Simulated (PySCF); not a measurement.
# Dipole moment and polarisability of Cu(NH3)F

Cu(NH3)F (singlet state).
Cartesian coordinates in Å at the PBE0-D3(BJ)/def2-SVP level; atoms count from 1:
```
atom  x, y, z in Å
Cu1   -0.0069    0.0030   -1.1810
N2     0.0024   -0.0010    0.7396
H3    -0.4013    0.8529    1.1286
H4     0.9490   -0.0778    1.1162
H5    -0.5320   -0.7819    1.1245
F6    -0.0112    0.0048   -2.9280
```

Level: PBE0/def2-SVPD (PySCF), static field, nuclei fixed, core orbitals frozen in the response. The polarisability tensor in these axes (au):

```
x   31.72  0.00  0.02
y    0.00 31.72 -0.01
z    0.02 -0.01 37.76
```

Q: Diagonalise the tensor; give its mean and Δα, where Δα² is half the sum of the squared differences of the eigenvalues.

A: Principal values 31.72, 31.72 and 37.76 au; mean 33.73 au = 5.00 Å³ = 5.56 × 10⁻⁴⁰ C²·m²/J; Δα = 6.04 au (18 % of the mean).

Q: What is the dipole moment, and where does it point?

A: (0.03, -0.01, 8.64) D, 8.64 D in size, pointing from the negative to the positive side. Measured along this direction, the outermost atoms are F6 at the negative end and H3, H5 and H4 at the positive end.

Q: Refractivity n − 1 of an ideal gas of it at 500 K and 1 atm, from the electronic α?

A: N = p/kT = 1.4678 × 10¹⁹ cm⁻³, so n − 1 = 2π × N × 5.00 × 10⁻²⁴ cm³ = 461 × 10⁻⁶ at long wavelengths.

Q: What depolarisation ratio follows for Rayleigh scattering of linearly polarised light, taking the static tensor?

A: ρ = 3Δα²/(45ᾱ² + 4Δα²) = 109.4/(51199 + 145.9) = 0.00213.

Q: Find the Langevin capture rate constant for H3O+ (19.018 u) meeting this molecule (98.955 u), k = 2.342 × 10⁻⁹ cm³/s × √(α in Å³ / reduced mass in u).

A: The reduced mass is 15.95 u, so k = 1.31 × 10⁻⁹ cm³/s. The formula leaves out the permanent dipole, which adds to the capture rate.

Q: How large is μ²/3kT at 298 K beside α?

A: In Gaussian units μ²/3kT = 604.45 Å³ against 5.00 Å³, a ratio of 120.93; the Debye molar polarisation (4π/3)N_A(α + μ²/3kT) is 1537.4 cm³/mol, leaving out the vibrational part.

Isolated species at its PBE0-D3(BJ)/def2-SVP geometry, gas phase.
